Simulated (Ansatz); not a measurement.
The cluster Li3Al3, relaxed as a singlet with RKS PBE-D4/def2-SVP in Ansatz, starting from the GFN1-xTB geometry. Force threshold 0.02 eV/Å.

The restricted singlet is unstable towards broken spin symmetry in Hartree–Fock (as tested in another run); at PBE-D4/def2-SVP this wasn't settled. The structure comes from a short search, and lower isomers may exist.

Start:

```xyz
6

Li    1.079   -0.342   -1.541
Li   -0.307    1.309   -0.462
Li   -0.896   -1.020   -0.230
Al    0.309   -1.160    2.589
Al    1.106    1.167    2.143
Al   -1.290    0.046   -2.499
```

**Question.** Estimate the energy that the relaxation releases and the steps that it takes.

**Answer.** 72.8 kcal/mol, in 22 steps; 26 s on 4 threads of Arm Neoverse V1 on a shared host. No frequencies were taken in this run, so the end may be a saddle point.

**Question.** Does the start keep its bonding?

**Answer.** Bonds lost: Li1–Li2, Li1–Li3, Li2–Li3 (atoms count from 1). Bonds formed: Li1–Al5, Al5–Al6 (atoms count from 1).

**Question.** Predict the relaxed structure.

**Answer.** 
```xyz
6

Li    1.605   -0.337   -0.895
Li   -0.111    2.712   -0.962
Li   -0.993   -2.059    0.038
Al    0.674   -1.402    2.054
Al    0.025    0.787    0.994
Al   -1.199    0.299   -1.229
```
Bond lengths (bridged metal pairs left out): 6 × Al–Li 2.66 to 2.89 Å; 2 × Al–Al 2.52 to 2.58 Å.
